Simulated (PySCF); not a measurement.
**Exercise with solution: oscillator strength and radiative lifetime**

C3H7NSi2, SMILES [SiH3]C1=C[SiH2]N=C1.

Coordinates come from a PBE0-D3(BJ)/def2-SVP optimisation. A frequency run showed that this geometry is not a minimum. The structure was generated by enumeration, and PubChem lists no compound with its InChIKey, so it may never have been made.

TDDFT-PBE/def2-SVPD in PySCF 2.14.0 puts the first singlet state with f over 0.02 at 4.53 eV (vertical), with the transition dipole (0.480, -0.227, 0.000) in atomic units.

Find the oscillator strength, the wavelength and the radiative lifetime that this transition would have in vacuum if emission retraced absorption.


|μ|² = 0.2819 au, so |μ| = 1.35 D. ΔE = 4.53/27.211 = 0.1665 hartree. f = (2/3) ΔE |μ|² = 0.031 (the program prints 0.031).
λ = 1239.84/4.53 = 274 nm; ν = 36537 cm⁻¹.
Einstein's coefficient A = 0.6670 ν² f s⁻¹ (ν in cm⁻¹) = 2.8e7 s⁻¹, so τ = 1/A = 36 ns. This state is S3; the lower singlets have f = 0.000, 0.002. The figure is the radiative limit of this one transition; relaxation, internal conversion, crossing to triplets and a medium change what is measured.
